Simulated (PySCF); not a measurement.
# Electronic structure of S⁺ (sulfur, charge +1) at the UHF level

Configuration: [Ne] 3s2 3p2 4s1, high-spin 4P determinant (an excited configuration). Computed with PySCF 2.14 in aug-cc-pCVQZ-DK (10s9p7d5f3g, 134 functions), with the spin-free X2C one-electron Hamiltonian (Gaussian nucleus).

| Item | Value |
| --- | --- |
| Total energy | -397.764576 hartree |
| One-electron energy | -540.5735 hartree |
| Hartree (Coulomb) energy | 167.4564 hartree |
| Exchange energy | -24.6475 hartree |
| ⟨S²⟩ | 3.7613 |
| ⟨L²⟩ | 2.156 |
| Sum of ⟨r⟩ | 15.01 bohr |
| Sum of ⟨r²⟩ | 37.49 bohr² |
| Traceless quadrupole moment −½Σ⟨3z² − r²⟩ along its main axis | -0.497 e·bohr² |
| Langevin diamagnetic susceptibility | -29.7 ×10⁻⁶ cm³/mol |

| shell | electrons | mean orbital energy (eV) | spread (eV) | rms radius, mean of both spins (bohr) |
| --- | --- | --- | --- | --- |
| 1s α | 1 | -2531.1 | 0 | 0.112 |
| 1s β | 1 | -2530.4 | 0 | 0.112 |
| 2s α | 1 | -265.54 | 0 | 0.515 |
| 2s β | 1 | -264.75 | 0 | 0.515 |
| 2p α | 3 | -201.09 | 0.610 | 0.491 |
| 2p β | 3 | -199.82 | 0.729 | 0.491 |
| 3s α | 1 | -42.202 | 0 | 1.71 |
| 3s β | 1 | -35.257 | 0 | 1.71 |
| 3p α | 2 | -28.155 | 0 | 1.93 |
| 4s α | 1 | -9.374 | 0 | 4.71 |

The outer electron is Rydberg-like, and this basis confines it to a smaller radius and binds it less than a complete one would.

Densities and radii are taken from the X2C orbitals without a picture-change correction, which distorts them close to the nucleus.

Spin-orbit constants ζ (cm⁻¹) from the X2C one-electron operator on these orbitals: bare nucleus, nucleus screened by l(l+1)(2l+1)/3 electrons, and screened by the Breit-Pauli mean field of the electrons.

```
shell   bare  screened nucleus  mean field
   2p   7534              6592        6170
   3p  608.1             532.1       491.7
```

To first order the Landé constant is A = 163.9 cm⁻¹, so the lowest level has J = 1/2 and lies 0.0508 eV below the centre of the term. This holds in LS coupling only.
